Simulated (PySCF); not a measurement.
**Dipole moment and polarisability of `N[Si](N)(O)C[SiH3]`**

Compound: CH10N2OSi2.
Structure used (GFN2-xTB), in Å, numbered top down from 1:
```
atom  x, y, z in Å
N1     0.3741   -0.1491   -1.9781
Si2    0.4369    0.6326   -0.4360
N3     1.9692    1.3702   -0.0996
O4    -0.6765    1.8358   -0.4131
C5     0.1378   -0.6794    0.8992
Si6   -1.6036   -1.4140    0.9143
H7     0.4806    0.4373   -2.7912
H8    -0.3878   -0.7885   -2.1353
H9     2.2221    2.1793   -0.6445
H10    2.7678    0.7624   -0.0263
H11   -0.7218    2.4084    0.3471
H12    0.3446   -0.2387    1.8735
H13    0.8616   -1.4818    0.7725
H14   -1.7053   -2.3964    2.0015
H15   -2.6118   -0.3728    1.1335
H16   -1.8957   -2.0963   -0.3519
```

Level: CAM-B3LYP/def2-SVPD (PySCF), static field, nuclei fixed, core orbitals frozen in the response. The polarisability tensor in these axes (au):

```
x   85.15  8.00 -3.75
y    8.00 82.91 -3.52
z   -3.75 -3.52 81.31
```

Q: What are the eigenvalues, a third of the trace, and Δα (Δα² = ½Σ(αi − αj)² over the three pairs)?

A: Principal values 75.94, 79.26 and 94.16 au; mean 83.12 au = 12.32 Å³ = 13.70 × 10⁻⁴⁰ C²·m²/J; Δα = 16.80 au (20 % of the mean).

Q: What is the dipole moment, and where does it point?

A: (1.06, 0.58, -0.07) D, 1.21 D in size, pointing from the negative to the positive side. Measured along this direction, the outermost atoms are H14 and H16 at the negative end and H9 at the positive end.

Q: Give the eigenvalues of the traceless quadrupole moment Θ = ½Σq(3rr − r²1), origin at the centre of nuclear charge.

A: -2.88, 1.01, 1.87 D·Å. The values depend on the origin, since the dipole doesn't vanish. The electronic extent ⟨r²⟩ about the same centre is 1076 bohr², a root-mean-square distance of 2.14 Å for the 66 electrons.

Q: Along which axes do the principal values lie, and how far do the nuclei extend along each?

A: Largest value along (0.70, 0.61, -0.37), where the nuclei span 6.53 Å; middle along (0.32, 0.20, 0.93), 4.14 Å; least along (-0.64, 0.76, 0.05), 3.97 Å. The response follows the extents in order.

Q: Rayleigh depolarisation ratio (linearly polarised light, static tensor)?

A: ρ = 3Δα²/(45ᾱ² + 4Δα²) = 847.2/(310917 + 1129.6) = 0.00271.

Isolated species at its GFN2-xTB geometry (one conformer only).

The run behind these numbers computed excited states as well. On one thread, Arm Neoverse V2 (aarch64), no GPU, shared host with 48 logical CPUs at a one-minute load of 9.0, this took 40 s wall (grids of density and orbitals included) and 0.97 GiB of memory at its peak.
